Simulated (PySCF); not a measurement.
Vertical excitations of a molecule C₅H₈O₃ from TDA-PBE/def2-SVPD in PySCF, as energy in eV (oscillator strength): 4.18 (0.033), 4.23 (0.000), 5.34 (0.011), 5.92 (0.015), 6.19 (0.005), 6.25 (0.011). Lowest triplet (TDA): 3.86 eV. The structure is a stationary point at PBE0-D3(BJ)/def2-SVP. Other conformers were not sampled.

### Question
Which structure fits?
(A) C=CC(=O)OCCO
(B) CO/C=C\C(=O)OC
(C) C=CC(=O)OCOC
(D) C=C(OC)C(=O)OC

### Answer
A, C=CC(=O)OCCO
